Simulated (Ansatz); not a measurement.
The same path of AlCl3 + H2 (6 atoms, charge 0, multiplicity 1) was run twice with different band settings. Lost on the way: Al1–Cl2, H5–H6. Made: Al1–H5, Cl2–H6.

Theory: RKS B3LYP/cc-pVDZ (Ansatz).

Relaxed end points:

```xyz
6
Properties=species:S:1:pos:R:3
Al 0.007 0.176 0.209
Cl -0.003 0.820 2.223
Cl 1.832 0.052 -0.847
Cl -1.817 -0.033 -0.836
H 0.075 -2.246 0.506
H 0.050 -2.033 1.240
```

```xyz
6
Properties=species:S:1:pos:R:3
Al 0.027 -0.613 -0.425
Cl 0.016 -0.005 2.259
Cl 1.822 0.422 -0.945
Cl -1.821 0.324 -0.942
H 0.068 -2.150 -0.106
H 0.031 -1.245 2.655
```

Common settings: climbing image yes; spring 5.0 eV/Å²; optimiser quadratic models (default); start path through a guess of the saddle point; force threshold 0.05 eV/Å; iteration limit 60; end points relaxed.

| run | movable images |
| --- | --- |
| 1 | 5 |
| 2 | 3 |

Task: What does each run give, and how far can it be trusted?

Result: Run 1: converged after 8 iterations, highest image 1.354 eV above the first end. A vibrational analysis at the climbing image gives one clearly imaginary mode, 724i cm⁻¹: a first-order saddle point.
Run 2: converged after 8 iterations, highest image 1.354 eV above the first end. Another band between the same ends (5 images) ends at a top of the same energy, where a vibrational analysis finds 1 clearly imaginary mode. So few images can step over the top or miss a turn of the path.
The orbitals stay closed-shell, which can raise the energy where a bond breaks towards radicals; this wasn't checked here.
